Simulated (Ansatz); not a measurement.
Cost and result up the ladder for B2P2 (4 atoms). The state is a singlet with charge 0. Geometry: PBE0-D4/def2-TZVP.

```xyz
4

B     0.150   -0.521   -0.687
B    -1.282   -0.509   -0.024
P    -0.400    1.070    0.395
P     1.531   -0.041    0.315
```

Ansatz on 4 threads of Arm Neoverse V2 on a shared host. Times are rough, and most runs start from the orbitals of an earlier one. No level here is sound enough to serve as a yardstick. Binding counts from free atoms at the same level (B doublet, P quartet; other spins of the atoms weren't run), without zero-point energy or a counterpoise term.

Correlated methods freeze 12 core orbitals. Another isomer (triplet) lies 1.51 eV lower at PBE0-D4/def2-TZVP; other spin states weren't run for this one.

Correlated methods converge slowly with the basis.

```json
{"level": "LDA (SPW92)/def2-TZVP", "functions": "136", "wall time": "0.4 s", "binding energy per atom (eV)": "3.92", "remarks": "restricted SCF unstable in HF"}
{"level": "BLYP-D4/def2-TZVP", "functions": "136", "wall time": "0.65 s", "binding energy per atom (eV)": "3.19", "remarks": "restricted SCF unstable in HF"}
{"level": "PBE-D4/def2-TZVP (with forces)", "functions": "136", "wall time": "0.75 s", "binding energy per atom (eV)": "3.39", "remarks": "restricted SCF unstable in HF"}
{"level": "PBE0-D4/def2-TZVP", "functions": "136", "wall time": "0.95 s", "binding energy per atom (eV)": "3.18", "remarks": "restricted SCF unstable in HF"}
{"level": "r2SCAN-D4/def2-TZVP", "functions": "136", "wall time": "1.4 s", "binding energy per atom (eV)": "3.19", "remarks": "restricted SCF unstable in HF"}
{"level": "CCSD(T)/def2-TZVPP", "functions": "146", "wall time": "5.5 s", "binding energy per atom (eV)": "2.87", "remarks": "large T1 (0.036), restricted SCF unstable"}
```
